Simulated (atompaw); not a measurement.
**Which change was made? (Au, PAW (atompaw))**

* Element: gold (Au)
* Generator: atompaw 4.2.0.5
* Type: PAW
* Functional: LDA (PW92)
* Relativity: scalar-relativistic
* Frozen core: [Xe] 4f14
* Valence charge: 11
* Reference configuration: 5d10 6s1 6p0
* Partial waves: 6s (bound): rc 3.00 bohr; 6s channel at 0.95 Ry: rc 3.00 bohr; 6p (bound, empty): rc 3.00 bohr; 6p channel at 0.65 Ry: rc 3.00 bohr; 5d (bound): rc 1.80 bohr; 5d channel at 3.9 Ry: rc 3.00 bohr
* Local potential: ultrasoft scheme with l = 3 at 1 Ry, radius 2.15 bohr
* Core correction: smooth core density matched at 3.00 bohr
* Augmentation charge: gaussian compensation charge, radius 2.95 bohr; PAW radius 3.00 bohr; waves and projectors: custom rrkj gramschmidtortho

Cutoffs, loose and tight: the cutoffs (Ry, on a coarse ladder) from which the occupation-weighted sum of valence levels, in a spherical-Bessel basis at the reference potential, stays within 10 and 1 mRy of its value at 400 Ry. They see the waves, projectors and local potential, not the compensation charge or the core.

The base gives: outcome: generated; cutoff, loose: 35 Ry; cutoff, tight: 55 Ry; bound ghosts: none.

After one change the result is: outcome: failed: atompaw: The overlap operator has at least one negative eigenvalue!. Which change was it?
A. local potential troulliermartins scheme with l = 3 at 1 Ry, radius 2.15 bohr
B. augmentation gaussian compensation charge, radius 2.95 bohr; PAW radius 3.00 bohr; waves and projectors: modrrkj vanderbiltortho
C. all radii scaled by about 0.85 (s 2.54, p 2.54, d 1.52 bohr); local potential ultrasoft scheme with l = 3 at 1 Ry, radius 1.82 bohr; augmentation gaussian compensation charge, radius 2.50 bohr; PAW radius 2.54 bohr; waves and projectors: custom rrkj gramschmidtortho; core correction smooth core density matched at 2.54 bohr

B. The others give: local potential troulliermartins scheme with l = 3 at 1 Ry, radius 2.15 bohr → outcome: generated; cutoff, loose: 35 Ry; cutoff, tight: 55 Ry; bound ghosts: s | all radii scaled by about 0.85 (s 2.54, p 2.54, d 1.52 bohr); local potential ultrasoft scheme with l = 3 at 1 Ry, radius 1.82 bohr; augmentation gaussian compensation charge, radius 2.50 bohr; PAW radius 2.54 bohr; waves and projectors: custom rrkj gramschmidtortho; core correction smooth core density matched at 2.54 bohr → outcome: generated, no UPF (negative core plus compensation charge); cutoff, loose: 45 Ry; cutoff, tight: 80 Ry; bound ghosts: s.
